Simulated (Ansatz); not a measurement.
Base molecule (SMILES): [Cl][Al]([Cl])[Br]. Geometries: B3LYP-D3(BJ)/def2-TZVP minima from Ansatz (a quantum-chemistry and plane-wave program). Cores are frozen in the correlated levels unless marked. Open shells are spin-unrestricted. No spin-orbit coupling. The frozen core is the preceding noble-gas configuration, with the filled d and f shells of earlier blocks. Non-relativistic. Basis-set limits of correlation are two-point, X^-3; Hartree-Fock from the larger set. Vertical energies are electronic, to the SCF solution reached for that spin.

Levels, all with Ansatz: PBE/def2-TZVPD, and a column headed coupled cluster (CCSD(T) or an MP2 limit with a CCSD(T) correction), which has limits of its own: vertical ionisation energy to the doublet at CCSD(T)/CBS(def2-TZVPPD,def2-QZVPPD).

```csv
property of the base,coupled cluster,PBE
vertical ionisation energy to the doublet (eV),11.60,10.53
```

One change at a time; values at coupled cluster, with the shift from the base at coupled cluster and at PBE:
- Al replaced by Ga, giving [Cl][Ga]([Cl])[Br]: vertical ionisation energy to the doublet 11.56 eV (-0.04; PBE +0.04).
- every Cl replaced by F, giving [F][Al]([F])[Br]: vertical ionisation energy to the doublet 12.03 eV (+0.43; PBE +1.04).
